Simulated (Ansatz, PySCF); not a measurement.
Reaction (SMILES): SS (H2S2) -> [S-]S + H+
Structures are relaxed separately at B3LYP-D3(BJ)/def2-TZVP in Ansatz (an electronic-structure program), one conformer each, not searched for the lowest.

Property: gas-phase deprotonation energy (electronic energy difference), in kJ/mol. Valence correlation only, unless marked. No spin-orbit coupling. No relativistic terms. Anions need diffuse functions: aug- sets have them; def2-D sets add few; the other sets have none. Basis-set limits of correlation are two-point, X^-3; Hartree-Fock from the larger set.

Level to compare with: CCSD(T)/CBS(def2-TZVPPD,def2-QZVPPD) (Ansatz), 1455.3 kJ/mol. It is a level with limits of its own, and the differences hold the functionals' basis error too.

Q: Rank these functionals by how close they come to CCSD(T)/CBS(def2-TZVPPD,def2-QZVPPD), closest first: BLYP/def2-TZVPD (Ansatz); r2SCAN/def2-TZVPD (Ansatz); M06-L/def2-TZVPD (PySCF).

A: r2SCAN/def2-TZVPD (meta-GGA, 1457.2 kJ/mol, difference 1.9), BLYP/def2-TZVPD (GGA, 1447.9 kJ/mol, difference -7.4), M06-L/def2-TZVPD (meta-GGA, 1473.3 kJ/mol, difference 18.0)
